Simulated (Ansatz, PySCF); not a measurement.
System: C$_{3}$H$_{5}$Cl$_{2}$, net charge 0, doublet state. It need not be the lowest isomer of its formula. 
Coordinates optimised at B3LYP-D3(BJ)/def2-TZVP (Ansatz, a quantum-chemistry and plane-wave program):
SMILES: [CH](Cl)CCCl
```xyz
10

C      0.0280    -0.3609    -1.1925
C     -1.1839    -0.4225    -0.3418
Cl    -1.9499     1.0417     0.1192
C      1.2603     0.2291    -0.5070
Cl     1.8078    -0.7941     0.8754
H      0.2616    -1.3681    -1.5439
H     -0.1688     0.2597    -2.0750
H     -1.4516    -1.2807     0.2533
H      2.0982     0.2922    -1.1970
H      1.0490     1.2138    -0.0981
```
Charge 0, spin multiplicity 2.

Dipole moments at this geometry, in debye (magnitudes).

| level | program | dipole (D) |
|---|---|---|
| PBE/def2-TZVPD | PySCF | 1.76 |
| BLYP/def2-TZVPD | Ansatz | 1.75 |
| revPBE/def2-TZVPD | Ansatz | 1.76 |
| r2SCAN/def2-TZVPD | Ansatz | 1.86 |
| B3LYP/def2-TZVPD | Ansatz | … |
| BHLYP/def2-TZVPD | Ansatz | 1.91 |
| TPSSh/def2-TZVPD | PySCF | 1.84 |
| M06-2X/def2-TZVPD | PySCF | 1.86 |
| wB97X-V/def2-TZVPD | Ansatz | 1.86 |
| CCSD(T)/aug-cc-pV(D+d)Z | Ansatz | … |

Problem. What belongs in the gaps?

Solution. 
- B3LYP/def2-TZVPD, dipole (D): 1.82
- CCSD(T)/aug-cc-pV(D+d)Z, dipole (D): 1.77
